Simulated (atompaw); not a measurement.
**N: one change to a PAW (atompaw) potential, before and after**

nitrogen, PAW, made with atompaw 4.2.0.5 (PBEsol, scalar-relativistic). Core [He], reference 2s2 2p2 (charge +1). Waves: 2s (bound): rc 2.15 bohr; 2s channel at -1.55 Ry: rc 2.15 bohr; 2p (bound): rc 2.15 bohr; 2p channel at 1.5 Ry: rc 2.15 bohr; 3d channel at 0.15 Ry: rc 2.15 bohr. Local part: troulliermartins scheme with l = 3 at 0.5 Ry, radius 1.60 bohr. Core correction: smooth core density matched at 1.85 bohr. Augmentation charge: sinc compensation charge, radius 2.05 bohr; PAW radius 2.15 bohr; waves and projectors: custom rrkj gramschmidtortho.

Change: augmentation sinc compensation charge, radius 2.05 bohr; PAW radius 2.15 bohr; waves and projectors: custom polynom vanderbiltortho.

Cutoffs: the cutoffs (Ry, on a coarse ladder) from which the occupation-weighted sum of valence levels, in a spherical-Bessel basis at the reference potential, stays within 10 and 1 mRy of its value at 400 Ry; they do not see the model core or the augmentation charge, which bear on the density cutoff.

Task: What does the change do?

Result: The potential gets harder (15 Ry and 18 Ry → 15 Ry and 25 Ry); the range in which the s phases agree widens (upper end 1.1 → at the end of the scan); the range in which the d phases agree narrows (upper end at the end of the scan → 1.1); neither file shows a bound ghost.

```tsv
quantity	base	changed
cutoff, loose	15 Ry	15 Ry
cutoff, tight	18 Ry	25 Ry
bound ghosts	none	none
s: phases at 2.15 bohr within 0.05 rad from the reference energy up to (Ry; the scan ends near 5)	1.1	to the end of the scan
p: phases at 2.15 bohr within 0.05 rad from the reference energy up to (Ry; the scan ends near 5)	to the end of the scan	to the end of the scan
d: phases at 2.15 bohr within 0.05 rad from the reference energy up to (Ry; the scan ends near 5)	to the end of the scan	1.1
lowest overlap eigenvalue by channel	s 0.07, p 0.79, d 1.00	s 0.91, p 0.87, d 1.00
```

 The cutoffs see the waves, projectors and local potential, not the compensation charge or the core.
